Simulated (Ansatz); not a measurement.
Geometry optimisation, RKS PBE-D4/6-31G* (Ansatz 0.2.0).

input.yaml

```yaml
crystal:
  periodic: [false, false, false]
  atoms:
    - { symbol: B, position_ang: [0.105224, 0.281363, -0.075922] }
    - { symbol: H, position_ang: [0.092602, 0.367962, 1.117203] }
    - { symbol: Cl, position_ang: [1.558413, 0.700408, -0.985657] }
    - { symbol: F, position_ang: [-1.026198, 0.020296, -0.73184] }
    - { symbol: O, position_ang: [0.366006, -2.15297, 0.804621] }
    - { symbol: H, position_ang: [-0.532009, -2.415474, 0.507272] }
    - { symbol: H, position_ang: [0.181061, -1.462586, 1.495123] }
basis:
  gaussian: { orbitals: "6-31G*" }
hamiltonian:
  xc: pbe
  dispersion: d4
relax:
  f_tol: 0.03
  max_steps: 50
```

Launched with:

```bash
$ ansatz run input.yaml --threads 1 --pin off --max-ram 2048MiB --backend cpu --events-out ev --progress --plain --runs-dir out
```

Question: Where does it end, and by what steps?

Answer: The forces met the threshold. The force dipped under the threshold on the way, but the program's further checks kept it going. After 33 steps the energy has fallen by 0.421 eV; H6 moved furthest, 1.41 Å. Joined: B1–O5 (2.60 → 1.75 Å).

```csv
step,energy less start (eV),largest force component (eV/Å),accepted
0,0.0000,0.685,yes
2,-0.0447,2.608,yes
4,-0.2522,0.505,yes
6,-0.3207,0.221,yes
8,-0.3252,0.203,yes
10,-0.3287,0.070,yes
12,-0.3237,0.771,no
14,-0.3412,0.183,yes
16,-0.3642,0.084,yes
18,-0.3592,0.992,no
20,-0.3935,0.129,yes
22,-0.4007,0.097,yes
24,-0.4136,0.050,yes
26,-0.4151,0.021,yes
28,-0.4190,0.119,yes
30,-0.4199,0.016,yes
32,-0.4204,0.067,yes
33,-0.4206,0.009,yes
```

```xyz
7
Properties=species:S:1:pos:R:3
B 0.053 0.057 0.229
H 0.443 0.803 1.086
Cl 1.188 -0.117 -1.226
F -1.278 0.053 -0.082
O 0.215 -1.529 0.960
H 0.808 -2.014 0.337
H -0.683 -1.912 0.827
```

Run time: 61 s on 1 thread of Arm Neoverse V2, with other jobs on the host, peak memory 0.15 GiB.
